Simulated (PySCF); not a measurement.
Spin–spin couplings to the heavy atom in SMILES [CH3][GeH2][B](F)F, CH₅BF₂Ge

Geometry:
```json
{"atom": "C1", "x (Å)": "-1.464", "y (Å)": "-0.394", "z (Å)": "0.063"}
{"atom": "Ge2", "x (Å)": "0.097", "y (Å)": "0.759", "z (Å)": "-0.216"}
{"atom": "B3", "x (Å)": "1.820", "y (Å)": "-0.330", "z (Å)": "0.162"}
{"atom": "F4", "x (Å)": "2.239", "y (Å)": "-1.254", "z (Å)": "-0.681"}
{"atom": "F5", "x (Å)": "2.533", "y (Å)": "-0.179", "z (Å)": "1.261"}
{"atom": "H6", "x (Å)": "-2.386", "y (Å)": "0.143", "z (Å)": "-0.197"}
{"atom": "H7", "x (Å)": "-1.526", "y (Å)": "-0.709", "z (Å)": "1.115"}
{"atom": "H8", "x (Å)": "-1.389", "y (Å)": "-1.292", "z (Å)": "-0.567"}
{"atom": "H9", "x (Å)": "0.015", "y (Å)": "1.984", "z (Å)": "0.714"}
{"atom": "H10", "x (Å)": "0.107", "y (Å)": "1.251", "z (Å)": "-1.678"}
```

Level of theory for the indirect couplings: PBE0/pcJ-1 (dyall-v2z on Ge), isolated molecule, finite nuclei, structure from PBE0-D3(BJ)/def2-SVP (PySCF 2.14.0).

Non-relativistic values:
```csv
coupling,atoms,J (Hz)
"1J(73Ge,13C)",Ge2 – C1,-15.1
"1J(73Ge,11B)",Ge2 – B3,-52.0
"1J(73Ge,1H)",Ge2 – H9/H10,-80.6
"2J(73Ge,19F)",Ge2 – F4/F5,-28.2
"2J(73Ge,1H)",Ge2 – H6/H7/H8,2.7
```

Question: What do two-component X2C with spin–orbit coupling give?

Answer: 
```csv
coupling,atoms,with spin–orbit (Hz)
"1J(73Ge,13C)",Ge2 – C1,-15.5
"1J(73Ge,11B)",Ge2 – B3,-56.3
"1J(73Ge,1H)",Ge2 – H9/H10,-88.5
"2J(73Ge,19F)",Ge2 – F4/F5,-30.4
"2J(73Ge,1H)",Ge2 – H6/H7/H8,2.8
```

The largest listed coupling, 1J(73Ge,1H), ends at 1.10 times its non-relativistic value. Equivalent partners are averaged, as under fast rotation.
